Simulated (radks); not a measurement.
The numbers below are computed, except where a source is named.
Excited configurations of P III: one electron is placed in a higher orbital outside [Ne] 3s2. The ground configuration is [Ne] 3s2 3p1. Code: a radial shooting solver on a logarithmic mesh with Libxc functionals. Model: non-relativistic Kohn-Sham, LDA (Slater exchange, Perdew-Wang correlation), spin-polarised, spherical densities, point nucleus; open shells are filled with parallel spins first. Excitation = E - E(ground); binding = E(ion) - E, where the ion is the core of charge +3; n* = 3/sqrt(2 binding) in atomic units, and the quantum defect is n - n*.

| outer orbital | excitation (eV) | binding (eV) | quantum defect | eigenvalue (eV) | <r> (bohr) |
|---|---|---|---|---|---|
| 3d | 12.459 | 17.725 | 0.372 | -13.631 | 2.539 |
| 4s | 14.393 | 15.791 | 1.215 | -13.520 | 4.005 |
| 4p | 17.081 | 13.102 | 0.943 | -11.126 | 4.521 |
| 4d | 20.698 | 9.485 | 0.407 | -7.924 | 5.647 |
| 5d | 24.249 | 5.934 | 0.457 | -5.068 | 9.627 |
| 5f | 24.889 | 5.294 | 0.191 | -4.435 | 9.793 |
| 6p | 25.252 | 4.932 | 1.017 | -4.285 | 12.49 |
| 6d | 26.121 | 4.063 | 0.510 | -3.513 | 14.57 |
| 6f | 26.460 | 3.723 | 0.265 | -3.182 | 14.94 |
| 7s | 26.373 | 3.810 | 1.331 | -3.339 | 16.60 |
| 7p | 26.709 | 3.474 | 1.063 | -3.039 | 17.91 |
| 7f | 27.431 | 2.753 | 0.330 | -2.382 | 21.05 |

The Delta-SCF ionisation energy is 30.183 eV (NIST Atomic Spectra Database: 30.203 eV, measured). Self-interaction in the functional shifts the binding energies and quantum defects, so they are the method's values and not measured ones. Open shells are spherical and high-spin; term and fine-structure splittings are not resolved.
